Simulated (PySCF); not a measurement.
Nuclear quadrupole coupling in `CO[Si@H](O)n1cccc1`

Species: C₅H₉NO₂Si.
Atom-mapped SMILES: `[CH3:1][O:2][Si@H:3]([OH:4])[n:5]1[cH:6][cH:7][cH:8][cH:9]1` (hydrogens: H10, H11, H12 on C1; H13 on Si3; H14 on O4; H15 on C6; H16 on C7; H17 on C8; H18 on C9)

Cartesian coordinates in Å at the GFN2-xTB level; atoms count from 1:
```xyz
18
C5H9NO2Si angstrom
C     -2.936   -1.281   -0.365
O     -1.589   -0.929   -0.242
Si    -0.966    0.545   -0.079
O     -1.506    1.490   -1.286
N      0.749    0.265   -0.186
C      1.420   -0.927   -0.138
C      2.761   -0.696   -0.178
C      2.936    0.707   -0.245
C      1.691    1.256   -0.244
H     -3.432   -0.663   -1.115
H     -2.983   -2.328   -0.664
H     -3.450   -1.154    0.591
H     -1.288    1.168    1.204
H     -1.087    2.314   -1.513
H      0.871   -1.844   -0.091
H      3.539   -1.434   -0.164
H      3.870    1.232   -0.289
H      1.390    2.286   -0.274
```

Field gradients from the PBE0/pcSseg-1 density (PySCF, non-relativistic), principal values in atomic units, ordered |Vxx| ≤ |Vyy| ≤ |Vzz|:

```csv
atom,Vxx,Vyy,Vzz
O2,-0.5312,-1.1862,1.7174
O4,-0.3629,-1.1635,1.5264
N5,0.0253,0.3702,-0.3955
```

Task: Find the asymmetry η = (Vxx − Vyy)/Vzz and the couplings χ = eQV/h (234.96 MHz × Q in barn × V in au), with Q(17O) = −0.0256 b, Q(14N) = 0.02044 b.

Result: 
| atom | environment | nucleus | η | χzz (MHz) | χxx (MHz) | χyy (MHz) |
| --- | --- | --- | --- | --- | --- | --- |
| O2 | silyl ether oxygen | 17O | 0.38 | -10.33 | 3.20 | 7.13 |
| O4 | silanol oxygen | 17O | 0.52 | -9.18 | 2.18 | 7.00 |
| N5 | pyrrole-type nitrogen | 14N | 0.87 | -1.899 | 0.121 | 1.778 |

Task: What is Vzz at O4 in SI units (1 au = 9.71736 × 10²¹ V/m²)?

Result: 1.5264 au = 14.832 × 10²¹ V/m².

Task: And the gradient at the other heavy atoms, for which no coupling is worked out here?

Result: 
```tsv
atom	environment	Vzz (au)	η
C1	methoxy carbon	0.447	0.04
Si3	oxygen-bound silicon	-0.360	0.16
C6	aromatic CH next to a ring nitrogen	-0.260	0.33
C7	aromatic CH carbon	0.181	0.23
C8	aromatic CH carbon	0.190	0.13
C9	aromatic CH next to a ring nitrogen	-0.204	0.64
```

Task: What couplings would deuterons (Q(2H) = 0.00286 b) have in place of the hydrogens, at this geometry?

Result: 
| atom | bonded to | bond length (Å) | Vzz (au) | η | χzz (kHz) |
| --- | --- | --- | --- | --- | --- |
| H10 | C1 | 1.091 | 0.2967 | 0.08 | 199 |
| H11 | C1 | 1.090 | 0.3015 | 0.07 | 203 |
| H12 | C1 | 1.092 | 0.2970 | 0.08 | 200 |
| H13 | Si3 | 1.462 | 0.1567 | 0.03 | 105 |
| H14 | O4 | 0.953 | 0.5158 | 0.06 | 347 |
| H15 | C6 | 1.071 | 0.3451 | 0.09 | 232 |
| H16 | C7 | 1.073 | 0.3486 | 0.07 | 234 |
| H17 | C8 | 1.073 | 0.3481 | 0.07 | 234 |
| H18 | C9 | 1.073 | 0.3465 | 0.13 | 233 |

One conformer (not necessarily the lowest) at the GFN2-xTB geometry, without solvent, vibrations or thermal averaging. GFN2-xTB bond lengths can be off by several hundredths of an ångström, more for odd bonds, and the gradients follow them. With a basis this small, the couplings can be 20 % off.
